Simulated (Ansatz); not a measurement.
Energy profile

The step: SnH₄ + H₂O + HF → SnH₃F ([F][SnH3]) + H₂O + H₂; bonds formed: Sn1–F7, H2–H8, H6–O9; bonds broken: Sn1–H2, H6–F7, H8–O9 (atoms numbered as in the saddle structure below).

```
10
angstrom
Sn -0.8319 1.1793 -0.1472
H -0.2534 -0.4760 -1.0180
H -1.7342 1.2393 -1.6304
H -1.9936 1.0473 1.0884
H 0.2423 2.4952 -0.2002
H 1.1649 -0.8134 0.7820
F 0.5306 0.3018 1.2634
H 0.4339 -1.0180 -0.6340
O 1.3669 -1.5536 0.0733
H 1.0746 -2.4018 0.4228
```

Electronic energies by CCSD(T) at an estimated basis limit (MP2 extrapolated from triple and quadruple zeta, plus CCSD(T) − MP2 in triple zeta), on PBE0-D4/def2-TZVP structures; SnH₇OF, singlet; no counterpoise correction. Computed with Ansatz 0.2.0 (basis: def2-TZVPP and def2-QZVPP); correlated methods freeze the cores. Filled d shells of the heavier atoms are correlated. Core potentials replace the inner electrons of the atoms past krypton. The def2 sets are not built for correlating such inner shells, so the correlated values are less sure here. Extrapolation: Hartree–Fock as exp(−7.88 √X), correlation as X^−2.97.

Problem. Give the profile in kcal/mol, counted from the separated reactants. (An estimate is asked for; the value comes from the calculation.)

Solution. The calculation gives:
```csv
point,kcal/mol
"separated: SnH₄ (Sn1, H2, H3, H4, H5; singlet) + HF (H6, F7; singlet) + H₂O (H8, O9, H10; singlet)",0.00
start structure,-11.56
saddle,20.97
end structure,-15.46
"separated: SnH₃F (linked as [F][SnH3]; Sn1, H3, H4, H5, F7; singlet) + H₂ (H2, H8; singlet) + H₂O (H6, O9, H10; singlet)",-8.23
```

The T1 diagnostic stays at or below 0.014.

For scale, one of the runs: CCSD(T)/def2-TZVPP, 210 basis functions, launched by `ansatz run in.yaml --threads 4 --pin off --events-out ev --progress --plain --max-ram 9574MiB`. The run took 26 s on 4 CPU threads of an AMD EPYC 9R45 (shared host), with 3.4 GiB of host memory at its peak.
